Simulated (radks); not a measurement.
Results of a calculation; reference values are marked as such.
All-electron atom: Nd55+ in [He] 2s2 2p1. Code: a radial shooting solver on a logarithmic mesh with Libxc functionals. Model: scalar-relativistic Kohn-Sham, LDA (Slater exchange, VWN5 correlation), spin-polarised, spherical densities, finite nucleus; open shells are filled with parallel spins first (spin-orbit coupling, left out, can overturn this in heavy ions); Fermi nuclear charge, rms radius 4.9123 fm.

Normalised radial functions P(r) = r R(r), r in bohr:

```
   r/bohr * 2p up (the largest magnitude, 3.38, reaches the edge; | marks zero)
 0.001151 *
 0.001429 *
 0.001773 *
   0.0022 |*
 0.002709 |*
 0.003362 |*
 0.004173 | *
 0.005179 |  *
 0.006428 |   *
 0.007914 |    *
 0.009822 |       *
  0.01219 |          *
  0.01513 |              *
  0.01878 |                   *
  0.02312 |                         *
  0.02869 |                                *
  0.03561 |                                        *
   0.0442 |                                               *
  0.05441 |                                                    *
  0.06753 |                                                      *
  0.08382 |                                                   *
    0.104 |                                           *
   0.1291 |                               *
    0.159 |                   *
   0.1973 |         *
   0.2448 |   *
   0.3039 |*
   0.3771 *
   0.4643 *
   0.5763 *
   0.7153 *
```

2p up: eigenvalue -11166.1 eV, 0 radial nodes, <r> = 0.0837 bohr, 90 % of the charge inside 0.135 bohr.
